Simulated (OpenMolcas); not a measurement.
# Ti2+: effect of the IPEA shift

```yaml
Program: OpenMolcas
Basis: ANO-RCC-VTZP [6s5p3d2f1g]
Scalar_Hamiltonian: DKH2, point nucleus
Active_space: 2 electrons in 9 orbitals (RAS2 3d 4s; RAS3 4p, at most 2 electrons)
State_averaging: 2S+1 = 3 even, 15 roots; 2S+1 = 1 even, 20 roots kept (CI in the orbitals of an earlier block); 2S+1 = 3 odd, 15 roots; 2S+1 = 1 odd, 15 roots kept (CI in the orbitals of an earlier block)
Spin-orbit_coupling: state interaction with AMFI integrals over the reference wave functions, term energies averaged over their components
```

Methods on the same reference wave functions:
A. RASSCF
B. MS-RASPT2, IPEA 0 Eh, imaginary shift 0.1 Eh (closed shells correlated: 3s 3p)
C. MS-RASPT2, IPEA 0.25 Eh, imaginary shift 0.1 Eh (closed shells correlated: 3s 3p)

Energies in cm⁻¹ above 3d² ³F₂, the measured ground level; measured values from Corliss and Sugar, J. Phys. Chem. Ref. Data 8, 1 (1979).

```csv
Level,A,B,C,Measured
3d² ³F₂,0.0,0.0,0.0,0.0
3d² ³F₃,197,198,198,185
3d² ³F₄,454,455,455,420
3d² ¹D₂,11235,8250,8230,8474
3d² ³P₀,13638,10710,11140,10538
3d² ³P₁,13707,10780,11210,10604
3d² ³P₂,13850,10930,11350,10721
3d² ¹G₄,17920,14910,14900,14398
3d 4s ³D₁,39017,38000,37720,
3d 4s ³D₂,39141,38120,37850,38199
3d 4s ³D₃,39339,38320,38050,38426
3d² ¹S₀,42499,32190,32380,32476
3d 4s ¹D₂,44229,41590,41200,41704
3d 4p ¹D°₂,71863,75180,75000,75198
3d 4p ³D°₁,73413,76850,76840,77000
3d 4p ³D°₂,73589,77020,77000,77167
3d 4p ³D°₃,73825,77260,77230,77424
3d 4p ³F°₂,74136,77280,77110,77422
3d 4p ³F°₃,74399,77550,77380,77746
3d 4p ³F°₄,74764,77910,77720,78159
3d 4p ³P°₀,77721,80430,80420,
3d 4p ³P°₁,77747,80450,80430,
3d 4p ³P°₂,77856,80560,80550,81024
3d 4p ¹F°₃,80324,82350,82020,83117
```

Deviations, from unrounded energies. A percentage is the sum of absolute deviations over the sum of measured energies, with the sign that they share, or ± where signs differ.

```
                        Against measurement  Levels      A     B     C
             mean absolute deviation (cm-1)      20   3000   210   370
      fine structure of the ground term (%)       2   +7.6  +8.0  +8.0
other terms of the ground configuration (%)       6  +29.4  ±1.8  ±3.1
                   other configurations (%)      12   ±4.2  -0.3  -0.6
```

B lies closest to measurement on these levels and A furthest from it. The largest miss of B in the table is 3d 4p ¹F°₃, by -770 cm-1. The ranking rests on the paired levels alone, and a cruder setting can come out closer through cancelling errors.

Between B and C the level of the table that moves most is 3d² ³P₁, by 430 cm-1 (lowest in B, highest in C). Moves below CASPT2's spread within the term are not significant.

The mean deviations of B to C differ by less than CASPT2's widest spread within a term (980 cm-1), so their order carries little weight.

From A to B the spin-free energies of the other terms of 3d² shown, above ³F, scale by factors of 0.73 to 0.83, as is usual when dynamic correlation screens the repulsion within a d or f shell.

The lowest spin-free term lies below A's lowest term by 0.305 hartree in B, 0.300 hartree in C.

CASPT2 breaks the degeneracy within a term, and the mean is taken; among the terms shown or strongly mixed into the levels shown the widest spread is 980 cm-1 (3d² ¹G, B). Terms from blocks run as CI alone lack orbitals of their own. A single d shell beside an s shell can misplace configurations of different d count against each other. Without dynamic correlation excited terms often stand tens of per cent too high (terms of higher spin than the ground term too low), and those without a measured partner can miss by more than the paired ones (holds for A). Some levels mix across a computed gap that differs much from the measured one, so their mixing is not that of the real levels (holds for C). Computed and measured levels are paired by configuration, term and J; levels that our copy of the source lacks, or whose pairing is in doubt (as where it misses far off the trend of its configuration), stay unpaired and out of the deviations. Levels of configurations outside the active space are missing. The table leaves out levels that lie high or whose names do not pair safely across all columns.

° marks odd parity.
